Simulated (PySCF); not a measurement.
**Peak assignment**

Atom-mapped SMILES (the numbers label the heavy atoms): `[CH3:1][O:2][C@@:3]12[CH:4]=[CH:5][C@H:6]3[C@@H:7]1[C@@:8]23[CH3:9]`; H(Xn) means a hydrogen on atom n.

PySCF calculation with GFN2-xTB geometry and shielding tensors at PBE0/pcSseg-1 (GIAO); averaged over atoms made equivalent by symmetry, fast rotation or ring inversion, relativity neglected, isolated molecule, one computed conformer.

Scale: 13C (σ = 186.93 ppm) and 1H (σ = 31.72 ppm) vs TMS (reference shieldings calculated alike).

Q: Assign these signals to the numbered atoms. 13C{1H} NMR (computed): δ 138.7, 136.8, 84.1, 69.4, 60.7, 58.9, 33.0, 9.9.

A: 
138.7 → C5, alkene CH: an sp2 carbon of a C=C bond
136.8 → C4, alkene CH
84.1 → C3, three-membered-ring carbon: deshielded by the electronegative neighbour
69.4 → C8, three-membered-ring carbon
60.7 → C1, methyl carbon bonded to O: pulled downfield by the heteroatom
58.9 → C7, three-membered-ring carbon
33.0 → C6, three-membered-ring carbon: saturated and bonded to C and H only
9.9 → C9, methyl carbon: saturated and bonded to C and H only

C5 and C4; C1 and C7 lie closer than the usual error of such a calculation, so a measured spectrum could show them in the other order.

Q: Assign these signals to the numbered atoms. 1H NMR (400 MHz, computed): δ 6.21 (d, 1H), 6.03 (m, 1H), 3.90 (m, 1H), 3.50 (s, 3H), 1.88 (s, 3H), 1.32 (m, 1H).

A: 
| δ (ppm) | atoms | environment | reason |
| --- | --- | --- | --- |
| 6.21 | H(C4) | hydrogen on an alkene CH | olefinic region |
| 6.03 | H(C5) | hydrogen on an alkene CH | – |
| 3.90 | H(C7) | hydrogen on a three-membered-ring carbon | – |
| 3.50 | H(C1) | hydrogen on a methyl carbon bonded to O | its carbon carries O, hence the downfield position |
| 1.88 | H(C9) | hydrogen on a methyl carbon | far from electronegative atoms and π systems |
| 1.32 | H(C6) | hydrogen on a three-membered-ring carbon | cyclopropane-type protons are shielded by the ring |

Shifts are as computed. Against solution values, carbons near 30 ppm lie about +3 ppm off and those near 130 ppm about +5 ppm. Of 1211 compounds with measured shifts, 218 miss one by over three times the rms of a fit or turn the order of signals round; such compounds aren't used in these exercises. No couplings were computed; multiplicities are counted from neighbouring protons, with m where these are inequivalent, close in shift, in a saturated or five-membered ring or joined by F or P, and br s for small geminal =CH2 splittings.
